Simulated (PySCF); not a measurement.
Compound: C₃H₆O₃S.
SMILES with atom numbers: `[CH2:1]=[CH:2][S:3](=[O:4])(=[O:5])[O:6][CH3:7]` (hydrogens: H8, H9 on C1; H10 on C2; H11, H12, H13 on C7)

Level: wB97X-D/pcSseg-2 in PySCF, non-relativistic, on one gas-phase PBE0-D3(BJ)/def2-TZVP geometry that isn't relaxed in the solvent. The solvent is an IEF-PCM continuum (van der Waals radii × 1.2). Specific hydrogen bonds and non-electrostatic terms are outside this model.

Gas phase at wB97X-D/pcSseg-2: HOMO -10.64 eV, LUMO 0.48 eV, dipole 4.65 D.

**Question.** What does the continuum do to the energy, the frontier levels and the dipole at wB97X-D/pcSseg-2 in chloroform?

**Answer.** 
```
   solvent      ε  E(solvent) − E(gas) (kcal/mol)  polarisation term (kcal/mol)  distortion of the solute (kcal/mol)  HOMO (eV)  LUMO (eV)  dipole (D)
chloroform  4.711                           -6.80                         -7.75                                 0.95     -10.51       0.68        5.59
```

The first energy column is the sum of the next two and covers electrostatics alone.

**Question.** Which radius a makes the point-dipole formula ΔE = −[(ε − 1)/(2ε + 1)]·μ²/a³ give the value in chloroform, with the gas-phase dipole?

**Answer.** μ = 1.829 au and |ΔE| = 0.01084 Eh give a = 2.53 Å; the farthest nucleus lies 3.25 Å from the centroid of the nuclei, so such a sphere wouldn't even hold the nuclei. The formula assumes a rigid point dipole at the centre of a sphere.

On 2 threads of an AMD EPYC 7B13, shared host, this took 37 s wall, 89 s CPU and 2.4 GiB of memory at its peak. This is the whole shielding run at wB97X-D/pcSseg-2 in chloroform, SCF included.

Conformer computed: `[CH2:1]=[CH:2][S:3](=[O:4])(=[O:5])[O:6][CH3:7]`: C1–C2–S3–O4 -134°, C2–S3–O6–C7 79°.

Note: wB97X-D ran without an empirical dispersion term, which enters the total energy and its gradient alone.
